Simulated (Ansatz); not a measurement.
```xyz
9

C     0.0000   -0.3814   -0.3253
C     0.0000   -0.3998    1.0642
O     0.0000    0.8493   -0.7184
H    -0.8181   -0.8847   -0.6716
H     0.8181   -0.8847   -0.6716
H     0.0000   -1.3494    1.4144
H     0.8185    0.0759    1.4230
H    -0.8185    0.0759    1.4230
H     0.0000    0.8594   -1.6030
```

Basis set: cc-pVDZ (spherical functions). Frozen core: 3 orbitals. Charge 0, multiplicity 1.

Computed with Ansatz (development build ahead of 0.2.0); each method stands on the lowest determinant of its kind that the runs found. Restricted open shells among the atoms or ions are ROHF, correlated in semicanonical orbitals with singles.

(1) Give the atomization energy at this shape (free ground-state atoms in the same class of orbitals less the molecule, no zero-point energy) of singlet C2H6O by RHF-MP2, RHF.

Results:

(1)

| method | atomization energy |
| --- | --- |
| RHF-MP2 | 2998.4 kJ/mol |
| RHF | 2339.4 kJ/mol |

Caution: no unrestricted run beside it, a lower state can exist; the shape is not the minimum.
